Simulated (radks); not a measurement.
Results of a calculation; reference values are marked as such.
Problem. Coherent X-ray form factor from a spherical all-electron density. Code: a radial shooting solver on a logarithmic mesh with Libxc functionals. Model: scalar-relativistic Kohn-Sham, SOGGA, spin-polarised, spherical densities, point nucleus.

sin(theta)/lambda (1/angstrom),f0 (electrons)
0.05,73.811
0.1,70.834
0.15,67.121
0.2,63.324
0.25,59.667
0.3,56.197
0.4,49.854
0.5,44.339
0.6,39.601
0.8,31.947
1,26.131
1.25,20.990
1.5,17.713
2,13.990

The species is in the configuration that NIST lists as its ground one. Which atom or ion scatters so?

Solution. Neutral rhenium, [Xe] 4f14 5d5 6s2. Extrapolating in s^2 from the first two rows gives f0(0) = 74.8, near the electron count 75; among species with that count, the fall with angle is slower the higher Z, and the table is that of Z = 75; from so few rows the species is fixed only to a neighbour or two.
